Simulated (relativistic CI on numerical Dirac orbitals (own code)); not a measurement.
Ligand-field terms of d2

Computed with a parametric ligand-field model of a d^n configuration (Racah B and C, spin-orbit zeta, crystal field), exact diagonalisation.

Field parameters in Wybourne normalisation: Oh B⁴₀ = 21Dq, B⁴₄ = √(5/14) B⁴₀. The field is a parameter set, without covalency, and values of 10Dq over about 45,000 cm⁻¹ lie beyond real compounds.

B = 1090 cm⁻¹, C = 4860 cm⁻¹ (C/B = 4.46), Oh, no spin-orbit coupling. Tanabe-Sugano data, E/B above the lowest term (Δ = |10Dq|; b, c mark the second and third term of a kind):

```csv
Δ/B,3T1,3T2,3A2,1T2,1E,1A1
1.0,0.00,0.81,1.81,14.26,14.73,21.90
3.0,0.00,2.49,5.49,14.80,15.63,23.73
5.0,0.00,4.22,9.22,15.14,15.96,25.36
7.0,0.00,6.00,13.00,15.33,16.05,26.80
9.0,0.00,7.82,16.82,15.44,16.06,28.04
11.0,0.00,9.66,20.66,15.50,16.02,29.10
13.0,0.00,11.53,24.53,15.52,15.98,30.00
15.0,0.00,13.42,28.42,15.52,15.93,30.76
17.0,0.00,15.32,32.32,15.52,15.88,31.41
19.0,0.00,17.23,36.23,15.51,15.83,31.96
21.0,0.00,19.16,40.16,15.49,15.78,32.43
23.0,0.00,21.09,44.09,15.47,15.74,32.83
25.0,0.00,23.03,48.03,15.46,15.70,33.18
27.0,0.00,24.97,51.97,15.44,15.67,33.48
29.0,0.00,26.92,55.92,15.42,15.63,33.75
31.0,0.00,28.88,59.88,15.40,15.60,33.98
33.0,0.00,30.84,63.84,15.39,15.57,34.19
35.0,0.00,32.80,67.80,15.37,15.55,34.38
37.0,0.00,34.77,71.77,15.36,15.52,34.54
39.0,0.00,36.74,75.74,15.34,15.50,34.69
41.0,0.00,38.71,79.71,15.33,15.48,34.82
43.0,0.00,40.68,83.68,15.32,15.46,34.95
45.0,0.00,42.66,87.66,15.31,15.44,35.06
47.0,0.00,44.64,91.64,15.29,15.42,35.16
```

The ground term stays 3T1.
